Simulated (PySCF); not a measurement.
# Excitation energy of I by level of theory

I [Kr] 4d10 5s2 5p5 (2P) → I [Kr] 4d10 5s2 5p4 5d1 (high-spin determinant), as a difference of total energies. All numbers are calculated (PySCF 2.14, no relativity, point nucleus, in dyall-av2z). Correlated levels: valence: [Kr] 4d10 frozen; virtual orbitals above 40 to 60 times the deepest correlated orbital energy dropped. The calculations carry no spin-orbit coupling.

| method | excitation energy (eV) |
| --- | --- |
| UHF | 8.674 |
| LDA | 9.229 |
| PBE | 8.907 |
| PBE0 | 8.987 |
| r2SCAN | 9.046 |
| revPBE | 8.833 |
| PW91 | 8.943 |
| wB97X | 9.507 |
| MP2 (valence) | 9.325 |
| SCS-MP2 (valence) | 9.316 |

Question: How much does correlation contribute at MP2 (valence)?

Answer: 9.325 − (8.674) = 0.651 eV, measured against UHF.

A first-order spin-orbit estimate (lowest level to lowest level, LS coupling) adds 0.021 eV.

The promoted electron is Rydberg-like, and one or two diffuse shells describe it only roughly, which tends to raise the upper state.

In the upper state the promoted electron has a positive orbital energy at LDA, PBE, PBE0, r2SCAN, revPBE, PW91, so the basis confines it.

The determinant of the upper state mixes LS terms, which raises its energy above the lowest term, most at the Hartree-Fock and MP2 levels.
